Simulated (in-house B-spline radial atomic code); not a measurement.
A run on F (an excited or competing configuration) that did not converge. Method: non-relativistic r2SCAN, spin-polarised, spherical fractional occupations, point nucleus; computed with an all-electron radial atomic-structure program (B-spline basis). In the input, 2p2,3 would mean two up and three down electrons.

Command:
```bash
python run_scf.py task.json out
```
Settings:
```
Z                9
configuration    1s2 2s2 2p1,3 3s1,0
hamiltonian      nr
method           r2scan
spin_polarised   True
```

First and last ten iterations of the last attempt (damped for 15 steps, keeping 80 % of the old Fock matrix, then DIIS):
```
 iter        energy (Eh)    residual
    1         -99.216902    1.91e-02
    2         -99.218548    7.52e-04
    3         -99.218552    6.27e-04
    4         -99.218555    5.24e-04
    5         -99.218557    4.39e-04
    6         -99.218558    3.67e-04
    7         -99.218559    3.07e-04
    8         -99.218559    2.58e-04
    9         -99.218560    2.16e-04
   10         -99.218560    1.81e-04
  111         -99.218561    1.84e-07
  112         -99.218561    1.84e-07
  113         -99.218561    1.84e-07
  114         -99.218561    1.85e-07
  115         -99.218561    1.48e-06
  116         -99.218561    8.17e-07
  117         -99.218561    9.81e-07
  118         -99.218561    1.85e-07
  119         -99.218561    1.85e-07
  120         -99.218561    1.85e-07
 not converged after 120 iterations
```

The smallest residual met was 1.8e-07; the threshold is about 1e-07. Over the last five steps the energy moves by less than 1e-08 hartree, but the orbitals didn't meet the threshold. Run time, properties included: 1.2 s on 1 thread of Arm Neoverse V1, on a shared host.
